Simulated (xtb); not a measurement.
xtb input (GFN2-xTB):

```bash
xtb mol.xyz --gfn 2 --sp --chrg 1 --uhf 0
```
mol.xyz:
```
2

Sn    -0.00000000    -0.00000000    -0.60735660
Cl     0.00000000     0.00000000     1.78634293
```

End of the output:

```
         :::::::::::::::::::::::::::::::::::::::::::::::::::::
         ::                     SUMMARY                     ::
         :::::::::::::::::::::::::::::::::::::::::::::::::::::
         :: total energy              -6.284754027120 Eh    ::
         :: gradient norm              0.030618360721 Eh/a0 ::
         :: HOMO-LUMO gap              4.490712731647 eV    ::
         ::.................................................::
         :: SCC energy                -6.285521347279 Eh    ::
         :: -> isotropic ES            0.062248923554 Eh    ::
         :: -> anisotropic ES         -0.010078853964 Eh    ::
         :: -> anisotropic XC         -0.008472832325 Eh    ::
         :: -> dispersion             -0.000898314692 Eh    ::
         :: repulsion energy           0.000767320158 Eh    ::
         :: add. restraining           0.000000000000 Eh    ::
         :: total charge               1.000000000000 e     ::
         :::::::::::::::::::::::::::::::::::::::::::::::::::::

           -------------------------------------------------
          |                Property Printout                |
           -------------------------------------------------

    * Orbital Energies and Occupations

         #    Occupation            Energy/Eh            Energy/eV
      -------------------------------------------------------------
         1        2.0000           -1.2435315             -33.8382
         2        2.0000           -1.1538493             -31.3978
         3        2.0000           -0.6633352             -18.0503
         4        2.0000           -0.6632481             -18.0479
         5        2.0000           -0.6632481             -18.0479 (HOMO)
         6                         -0.4982174             -13.5572 (LUMO)
         7                         -0.4982174             -13.5572
Note: The following floating-point exceptions are signalling: IEEE_UNDERFLOW_FLAG IEEE_DENORMAL
normal termination of xtb
         8                         -0.4572933             -12.4436
         9                         -0.4572933             -12.4436
        10                         -0.4525604             -12.3148
        11                         -0.4166602             -11.3379
        12                         -0.4166602             -11.3379
        13                         -0.1920499              -5.2259
        14                         -0.1884323              -5.1275
        15                         -0.1884323              -5.1275
        16                         -0.1869376              -5.0868
       ...                                ...                  ...
        18                         -0.0279263              -0.7599
      -------------------------------------------------------------
                  HL-Gap            0.1650307 Eh            4.4907 eV
             Fermi-level           -0.5807328 Eh          -15.8025 eV

     #   Z          covCN         q      C6AA      α(0)
     1  50 Sn       0.802     0.768   464.078    47.320
     2  17 Cl       0.802     0.232    92.414    14.706

 Mol. C6AA /au·bohr⁶  :        951.900733
 Mol. C8AA /au·bohr⁸  :      90716.769079
 Mol. α(0) /au        :         62.026327

Wiberg/Mayer (AO) data.
largest (>0.10) Wiberg bond orders for each atom

 ---------------------------------------------------------------------------
     #   Z sym  total        # sym  WBO       # sym  WBO       # sym  WBO
 ---------------------------------------------------------------------------
     1  50 Sn   2.014 --     2 Cl   2.014
     2  17 Cl   2.014 --     1 Sn   2.014
 ---------------------------------------------------------------------------

Topologies differ in total number of bonds
Writing topology from bond orders to xtbtopo.mol

molecular dipole:
                 x           y           z       tot (Debye)
 q only:        0.000       0.000      -0.100
   full:       -0.000       0.000      -1.696       4.311
molecular quadrupole (traceless):
                xx          xy          yy          xz          yz          zz
 q only:       -1.826       0.000      -1.826       0.000       0.000       3.651
  q+dip:       -4.237       0.000      -4.237      -0.000      -0.000       8.473
   full:        0.353       0.000       0.353      -0.000       0.000      -0.706

           -------------------------------------------------
          | TOTAL ENERGY               -6.284754027120 Eh   |
          | GRADIENT NORM               0.030618360721 Eh/α |
          | HOMO-LUMO GAP               4.490712731647 eV   |
           -------------------------------------------------

------------------------------------------------------------------------
------------------------------------------------------------------------
 total:
 SCF:
```

This state (charge 1, singlet) is run at the relaxed geometry of the species with charge 0 and multiplicity 2.
